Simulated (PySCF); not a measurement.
**Zr (zirconium, neutral): LDA calculation**

Configuration: [Kr] 4d2 5s1 6s1, high-spin 5F determinant (an excited configuration). Computed with PySCF 2.14 in aug-cc-pVTZ-PP with one added diffuse shell each of s, p, d, f, g type with ECP28MDF (7s7p6d4f3g, 113 functions), with a scalar-relativistic core potential.

```
Total energy                : -46.4614 hartree
One-electron energy         : -76.1079 hartree
Hartree (Coulomb) energy    : 35.1788 hartree
Exchange-correlation energy : -5.5323 hartree
⟨S²⟩                        : 6.0003
⟨L²⟩                        : 12.004
Sum of ⟨r⟩                  : 27.99 bohr
Sum of ⟨r²⟩                 : 138.0 bohr²
```

```csv
shell,electrons,mean orbital energy (eV),"rms radius, mean of both spins (bohr)"
4s α,1,-58.335,1.30
4s β,1,-57.190,1.30
4p α,3,-36.301,1.48
4p β,3,-35.045,1.48
5s α,1,-7.620,3.63
4d α,2,-7.597,2.39
6s α,1,-1.490,9.84
```

Energies and moments cover only the electrons outside the core potential. The outer electron is Rydberg-like, and this basis confines it to a smaller radius and binds it less than a complete one would.
